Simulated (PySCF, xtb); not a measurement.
C₁₀H₇N₃, SMILES C1N=C2N=CC=C3N2C(C=1)=CC=C3.

GFN2-xTB run with xtb at its own geometry gives an orbital gap of 1.68 eV and a dipole moment of 4.83 D.

Coordinates come from a B3LYP-D3(BJ)/def2-SVP optimisation.

### Question
What does PBE/def2-SVP run with PySCF give? (Estimate from the structure and the level; the computed values follow.)

### Answer
gap 1.55 eV (levels -4.45 and -2.90 eV), dipole 4.38 D.
